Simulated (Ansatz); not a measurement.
Problem. Predict a relaxed structure of Sn(OMe)2 (C2H6O2Sn), charge 0, singlet, at PBE0-D4/def2-SVP (Ansatz).

Solution. 
```xyz
11

C     0.767    0.991    1.256
C    -0.659   -0.557   -1.551
O     0.345   -0.181    1.872
O    -0.792   -1.611   -0.654
Sn   -0.475   -1.909    1.295
H    -0.065    1.708    1.114
H     1.229    0.827    0.264
H     1.522    1.496    1.887
H     0.369   -0.486   -1.959
H    -0.904    0.430   -1.113
H    -1.337   -0.709   -2.412
```
Point group C2 (tolerance 0.1 Å). This is one stationary point.

In the def2 sets Sn takes a core potential; there is no spin–orbit coupling. Another isomer (singlet) lies 0.07 eV lower at PBE0-D4/def2-SVP; other spin states weren't run for this one.
